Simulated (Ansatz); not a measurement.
Here is a job for Ansatz (an electronic-structure program).
Ansatz 0.2 input:
```yaml
crystal:
  periodic: [false, false, false]
  atoms:
    - {symbol: O, position_ang: [-0.00000000, -0.00000000, -1.49108470]}
    - {symbol: Si, position_ang: [0.00000000, 0.00000000, 0.00000000]}
    - {symbol: O, position_ang: [0.00000000, 0.00000000, 1.49108470]}
basis:
  gaussian:
    orbitals: aug-cc-pVDZ
hamiltonian:
  xc: pbe0
accuracy: high
```

Give the total energy at the level PBE0/aug-cc-pVDZ (Ansatz).

-439.6628 Eh

What is the computed number of basis functions (PBE0/aug-cc-pVDZ)?

73
